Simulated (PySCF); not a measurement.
C2H3O2, charge -1, singlet, geometry from GFN2-xTB; CAMB3LYP/pcseg-1 in PySCF.

PySCF was given this input:
```python
from pyscf import gto, scf, dft

mol = gto.M(
    atom='''
C    -1.15412904   -0.13368505   -0.00475851
O    -0.72670803   -1.11946687    0.60148897
O     0.00963198    0.80173294   -0.46742437
C     1.28691312    0.41218812   -0.14832584
H     1.79443639    1.15884469    0.49102832
H     1.24026991   -0.54555805    0.40753573
H     1.90519756    0.25756633   -1.05257476
''',
    basis='pcseg-1',
    charge=-1,
    verbose=4,
)

mf = dft.RKS(mol)
mf.xc = 'camb3lyp'
mf.grids.radi_method = dft.radi.mura_knowles
mf.kernel()
```

It wrote (shortened):

```
PySCF version 2.14.0

[INPUT] verbose = 4
[INPUT] num. atoms = 7
[INPUT] num. electrons = 32
[INPUT] charge = -1
[INPUT] spin (= nelec alpha-beta = 2S) = 0
[INPUT] symmetry False subgroup None
[INPUT] Mole.unit = angstrom
[INPUT] Symbol           X                Y                Z      unit          X                Y                Z       unit  Magmom
[INPUT]  1 C     -1.154129040000  -0.133685050000  -0.004758510000 AA   -2.180987798007  -0.252628131449  -0.008992280661 Bohr   0.0
[INPUT]  2 O     -0.726708030000  -1.119466870000   0.601488970000 AA   -1.373279149222  -2.115485789824   1.136649420247 Bohr   0.0
[INPUT]  3 O      0.009631980000   0.801732940000  -0.467424370000 AA    0.018201804237   1.515055681642  -0.883304043247 Bohr   0.0
[INPUT]  4 C      1.286913120000   0.412188120000  -0.148325840000 AA    2.431913342910   0.778922658599  -0.280295214796 Bohr   0.0
[INPUT]  5 H      1.794436390000   1.158844690000   0.491028320000 AA    3.390993325053   2.189899085007   0.927909044205 Bohr   0.0
[INPUT]  6 H      1.240269910000  -0.545558050000   0.407535730000 AA    2.343770450439  -1.030955299552   0.770130915675 Bohr   0.0
[INPUT]  7 H      1.905197560000   0.257566330000  -1.052574760000 AA    3.600301601590   0.486729822609  -1.989078022030 Bohr   0.0

nuclear repulsion = 110.659015442934
number of shells = 18
number of NR pGTOs = 121
number of NR cGTOs = 71
basis = pcseg-1
ecp = {}

******** <class 'pyscf.dft.rks.RKS'> ********
method = RKS
initial guess = minao
damping factor = 0
level_shift factor = 0
DIIS = <class 'pyscf.scf.diis.CDIIS'>
diis_start_cycle = 1
diis_space = 8
diis_damp = 0
SCF conv_tol = 1e-09
SCF conv_tol_grad = None
SCF max_cycles = 50
direct_scf = True
direct_scf_tol = 1e-13
XC library pyscf.dft.libxc version 7.1.2
    S. Lehtola, C. Steigemann, M. J. T. Oliveira, and M. A. L. Marques,  SoftwareX 7, 1–5 (2018)
XC functionals = camb3lyp
    T. Yanai, D. P. Tew, and N. C. Handy,  Chem. Phys. Lett. 393, 51 (2004)
radial grids: Mura-Knowles [JCP 104, 9848 (1996); DOI:10.1063/1.471749] log3 quadrature radial grids
becke partition: Becke, JCP 88, 2547 (1988); DOI:10.1063/1.454033
pruning grids: <function nwchem_prune>
grids dens level: 3
symmetrized grids: False
atomic radii adjust function: <function treutler_atomic_radii_adjust>
small_rho_cutoff = 0
Set gradient conv threshold to 3.16228e-05
Initial guess from minao.
tot grids = 81720
init E= -228.458563655961
  HOMO = -0.253454874865715  LUMO = -0.0399292108840616  gap/eV = 5.81033
cycle= 1 E= -228.146745327379  delta_E= 0.312  |g|= 0.885  |ddm|= 2.69
  HOMO = 0.0810278916340432  LUMO = 0.262275099668575  gap/eV = 4.93199
cycle= 2 E= -228.011677710564  delta_E= 0.135  |g|= 1.26  |ddm|= 1.59
  HOMO = -0.0128467397134933  LUMO = 0.264958795376561  gap/eV = 7.55947
cycle= 3 E= -228.297926711557  delta_E= -0.286  |g|= 0.104  |ddm|= 0.874
  HOMO = -0.0321879490662438  LUMO = 0.265322483862664  gap/eV = 8.09567
cycle= 4 E= -228.299325834481  delta_E= -0.0014  |g|= 0.0721  |ddm|= 0.131
  HOMO = -0.0337286527382195  LUMO = 0.265953059108288  gap/eV = 8.15475
cycle= 5 E= -228.300248306398  delta_E= -0.000922  |g|= 0.0127  |ddm|= 0.0563
  HOMO = -0.031606588581135  LUMO = 0.265837141116755  gap/eV = 8.09386
cycle= 6 E= -228.30028706153  delta_E= -3.88e-05  |g|= 0.00286  |ddm|= 0.0151
  HOMO = -0.0322207625546689  LUMO = 0.265859197116322  gap/eV = 8.11117
cycle= 7 E= -228.300289587928  delta_E= -2.53e-06  |g|= 0.000589  |ddm|= 0.00475
  HOMO = -0.0322122841962189  LUMO = 0.265801720559807  gap/eV = 8.10937
cycle= 8 E= -228.300289792921  delta_E= -2.05e-07  |g|= 0.000325  |ddm|= 0.00158
  HOMO = -0.0322090876964922  LUMO = 0.265825388003953  gap/eV = 8.10993
cycle= 9 E= -228.300289830689  delta_E= -3.78e-08  |g|= 6.58e-05  |ddm|= 0.000517
  HOMO = -0.0322077469336839  LUMO = 0.265822975224991  gap/eV = 8.10983
cycle= 10 E= -228.300289833872  delta_E= -3.18e-09  |g|= 1.17e-05  |ddm|= 0.000208
  HOMO = -0.0322066237172707  LUMO = 0.265822622997517  gap/eV = 8.10979
cycle= 11 E= -228.300289833946  delta_E= -7.36e-11  |g|= 2.66e-06  |ddm|= 2.95e-05
  HOMO = -0.0322067868884157  LUMO = 0.265822775152873  gap/eV = 8.10980
Extra cycle  E= -228.300289833947  delta_E= -8.53e-13  |g|= 2.74e-06  |ddm|= 6.03e-06
converged SCF energy = -228.300289833947
```
